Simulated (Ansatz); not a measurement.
Cost and result for the atomization energy of CH5NZn, SMILES `[CH3][Zn][NH2]` (8 atoms, 7 bonds).

Total charge 0; spin multiplicity 1. For Zn the d shell is correlated and the shells below it are frozen. Scalar relativity is left out up to krypton. All single points use the PBE0-D4/def2-TZVP geometry. It is one conformer, not always the lowest. Program: Ansatz. All runs use 4 threads of an Arm Neoverse V2 on a shared host. Times are those of one run each, without the atoms' runs, and a repeat can differ threefold. Electronic energies, without spin–orbit coupling; frozen cores. CCSD(T)/CBS adds CCSD(T) − MP2 in def2-TZVPP to the MP2 limit, and its time is that of the two runs behind it. T1 = 0.014. With those shells the extrapolation isn't a true limit.

CCSD(T)/CBS is a level of theory with its own doubt, some kJ/mol a heavy atom from the limit and from the frozen cores, so smaller differences don't rank the functionals.

```tsv
level	functions	wall time	atomization (kcal/mol)	difference from CCSD(T)/CBS	per bond
LDA (SPW92)/def2-TZVPP	196	0.65 s	681.2	84.9	12.1
revPBE-D4/def2-TZVPP	196	1 s	589.4	-6.9	-1.0
BLYP-D4/def2-TZVPP	196	1.1 s	592.4	-3.9	-0.6
CCSD(T)/def2-SVP	84	1.2 s	553.5	-42.8	-6.1
PBE0-D4/def2-TZVPP	196	1.3 s	594.8	-1.5	-0.2
CAM-B3LYP-D4/def2-TZVPP	196	1.6 s	599.6	3.3	0.5
r2SCANh-D4/def2-TZVPP	196	2.2 s	593.3	-3.0	-0.4
r2SCAN-D4/def2-TZVPP (with forces)	196	2.3 s	597.1	0.8	0.1
ωB97X-V/def2-TZVPP	196	3.7 s	599.3	3.0	0.4
B97M-V/def2-TZVPP	196	4.4 s	592.2	-4.1	-0.6
MP2/def2-QZVPP	364	6.5 s	597.9	1.6	0.2
CCSD(T)/def2-TZVPP	196	28 s	579.6	-16.7	-2.4
CCSD(T)/CBS(def2)	–	35 s	596.3	0.0	0.0
```

The D4 term adds +3.6 kcal/mol with B3LYP and +1.9 kcal/mol with PBE0; it sums over pairs of atoms, weighted by their polarisabilities, and B3LYP, whose exchange is more repulsive, gets the larger term. From PBE to PBE0 (25 % exact exchange), in def2-TZVPP and without D4, the atomization energy moves by −9.6 kcal/mol: exact exchange takes away binding that semilocal exchange gives to molecules. At CCSD(T), def2-SVP lies −42.8 kcal/mol from the extrapolated value and def2-TZVPP −16.7 kcal/mol: correlation converges slowly with the basis, and small sets miss more of it in the bonded molecule than in its fragments.

B3LYP here is the variant with VWN-RPA as its local correlation; programs differ in this.
